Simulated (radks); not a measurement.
Valence configurations of Sn II (all share [Kr]). All-electron calculation, Dirac Kohn-Sham, PBE, spin-unpolarised, spherical densities, finite nucleus; open shells fill j = l - 1/2 first; Fermi nuclear charge, rms radius 4.6519 fm. Program: a radial shooting solver on a logarithmic mesh with Libxc functionals. Energies are relative to 4d10 5s2 5p1; eigenvalues in eV.

| valence | E (eV) | e(4d3/2) | e(4d5/2) | e(5p1/2) | e(5p3/2) | e(5s1/2) |
|---|---|---|---|---|---|---|
| 4d10 5s2 5p1 | 0.000 | -34.251 | -33.207 | -10.559 | - | -17.696 |
| 4d10 5s1.5 5p1.5 | 3.587 | -34.918 | -33.873 | -10.886 | - | -18.098 |
| 4d10 5s1 5p2 | 7.211 | -35.569 | -34.521 | -11.203 | - | -18.486 |
| 4d9.5 5s2 5p1.5 | 11.864 | -37.248 | -36.177 | -11.365 | - | -18.836 |
| 4d10 5p3 | 15.185 | -37.058 | -36.006 | -11.927 | -11.303 | - |
| 4d9 5s2 5p2 | 24.814 | -40.228 | -39.129 | -12.140 | - | -19.934 |
| 4d9 5s1.5 5p2.5 | 29.075 | -40.956 | -39.855 | -12.493 | -11.798 | -20.365 |
| 4d9 5s1 5p3 | 33.381 | -41.668 | -40.564 | -12.836 | -12.125 | -20.782 |
| 4d8 5s2 5p3 | 54.793 | -46.393 | -45.237 | -13.742 | -12.942 | -22.175 |
| 4d7.5 5s2 5p3.5 | 71.522 | -49.459 | -48.275 | -14.512 | -13.653 | -23.250 |

NIST lists [Kr] 4d10 5s2 5p1 as the ground configuration; this level of theory agrees among the configurations tried. The energies are those of spherical spin-averaged densities, not of single terms.
